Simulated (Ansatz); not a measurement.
Basis sets compared for Sn2O6H4 (the lowest singlet isomer of a short search). The state is a singlet with charge 0. Geometry r2SCAN-D4/def2-SVP. Ansatz on 4 threads of Arm Neoverse V2 on a shared host; times are rough, and most runs start from earlier orbitals.

```xyz
12

Sn    1.4223    1.4227   -0.5659
Sn   -0.3911   -1.7064    0.8126
O     1.9520   -0.3915    1.5957
O     0.4348    0.9002   -2.2132
O     1.4582   -0.6509    0.2313
O    -0.6541    1.2162    0.6024
O    -1.2919   -0.7773   -0.8337
O    -0.6087    0.2536    1.7005
H     1.1455    0.0603    1.9741
H    -0.1947    0.1728   -2.0369
H    -2.0954   -1.1901   -1.1796
H    -1.1768    0.6902   -0.0874
```

In the def2 sets Sn takes a core potential; there is no spin–orbit coupling. LC-ωPBE has ω = 0.4 bohr⁻¹. The structure holds 2 bonds between oxygen atoms, so isomers without such links may lie far lower. The structure comes from a short search, and lower isomers may exist.

Binding counts from free atoms (Sn triplet, O triplet, H doublet) in the same basis, without a counterpoise term.

```json
{"level": "PBE-D4/def2-SVP", "functions": "156", "energy (Eh)": "-881.5235", "HOMO (eV)": "-5.87", "LUMO (eV)": "-2.30", "binding per atom (eV)": "3.52", "wall time": "1.9 s"}
{"level": "PBE-D4/def2-TZVP", "functions": "310", "energy (Eh)": "-882.1007", "HOMO (eV)": "-6.07", "LUMO (eV)": "-2.52", "binding per atom (eV)": "3.50", "wall time": "4 s"}
{"level": "PBE0-D4/def2-SVP", "functions": "156", "energy (Eh)": "-881.4953", "HOMO (eV)": "-7.37", "LUMO (eV)": "-1.46", "binding per atom (eV)": "3.26", "wall time": "2.8 s"}
{"level": "PBE0-D4/def2-TZVP", "functions": "310", "energy (Eh)": "-882.0682", "HOMO (eV)": "-7.47", "LUMO (eV)": "-1.65", "binding per atom (eV)": "3.25", "wall time": "10 s"}
{"level": "LC-ωPBE/def2-TZVP", "functions": "310", "energy (Eh)": "-882.3057", "HOMO (eV)": "-10.00", "LUMO (eV)": "0.37", "binding per atom (eV)": "3.24", "wall time": "5.5 s"}
```

Question: Estimate the rows for PBE-D4/def2-TZVPD, PBE0-D4/def2-TZVPD, LC-ωPBE/def2-TZVPD.

Answer: 
| level | functions | energy (Eh) | HOMO (eV) | LUMO (eV) | binding per atom (eV) | wall time |
| --- | --- | --- | --- | --- | --- | --- |
| PBE-D4/def2-TZVPD | 388 | -882.1074 | -6.12 | -2.57 | 3.51 | 7 s |
| PBE0-D4/def2-TZVPD | 388 | -882.0742 | -7.49 | -1.69 | 3.26 | 12 s |
| LC-ωPBE/def2-TZVPD | 388 | -882.3126 | -10.01 | 0.26 | 3.25 | 10 s |
